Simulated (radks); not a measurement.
Er LXIV, configuration [He] 2s2 2p1.

All-electron calculation, scalar-relativistic Kohn-Sham, PBE, spin-polarised, spherical densities, finite nucleus; open shells are filled with parallel spins first (spin-orbit coupling, left out, can overturn this in heavy ions); Fermi nuclear charge, rms radius 5.2516 fm. Program: a radial shooting solver on a logarithmic mesh with Libxc functionals.

Energy parts (eV):
| part | energy |
|---|---|
| total | -180509.97 |
| kinetic | 204762.13 |
| electron-nucleus | -389883.82 |
| Hartree | 6529.65 |
| exchange-correlation | -1917.92 |

Orbitals (lengths in bohr, moments of r in powers of bohr):
| orbital | occ. | eigenvalue (eV) | <r> |
|---|---|---|---|
| 1s up | 1 | -64334.69 | 0.02031 |
| 1s down | 1 | -64315.07 | 0.02030 |
| 2s up | 1 | -15617.20 | 0.08292 |
| 2s down | 1 | -15580.71 | 0.08300 |
| 2p up | 1 | -14663.47 | 0.07271 |
| 2p down | 0 | -14621.26 | 0.07280 |

The highest occupied level is 2p up at -14663.5 eV. The spin density at the nucleus is -47.2 e/bohr^3 (1s -207.9, 2s 160.7).
